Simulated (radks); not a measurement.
Rb3+, 34 electrons, occupied as [Ar] 3d10 4s2 4p2 4f2 (not the ground configuration). Calculated with a radial shooting solver on a logarithmic mesh with Libxc functionals: scalar-relativistic Kohn-Sham, BLYP, spin-polarised, spherical densities, finite nucleus; open shells are filled with parallel spins first (spin-orbit coupling, left out, can overturn this in heavy ions); Fermi nuclear charge, rms radius 4.2036 fm. Some entries of the table are withheld. Estimate them.

orbital  occ.  eigenvalue (eV)  r(max) (bohr)  <1/r> (bohr^-1)
1s up       1        -15091.40        0.02629            37.88
1s down     1        -15091.16        0.02629            37.88
2s up       1        -2061.632         0.1495            8.433
2s down     1        -2061.494         0.1496            8.433
2p up       3        -1834.180         0.1196            8.243
2p down     3        -1833.952         0.1196            8.243
3s up       1        -349.4832         0.4505            2.812
3s down     1        -349.1603         0.4506            2.812
3p up       3        -276.4667         0.4458              (1)
3p down     3        -276.1028         0.4459              (2)
3d up       5              (3)         0.3919            2.401
3d down     5              (4)         0.3918            2.405
4s up       1         -76.6862          1.212            1.001
4s down     1         -73.8882          1.204            1.005
4p up       2         -58.3442          1.326           0.8910
4p down     0         -55.5225          1.320           0.8902
4f up       2         -13.9742          2.845           0.3571

Answer. 
(1) 3p up <1/r> (bohr^-1): 2.660
(2) 3p down <1/r> (bohr^-1): 2.661
(3) 3d up eigenvalue (eV): -155.5718
(4) 3d down eigenvalue (eV): -155.1464
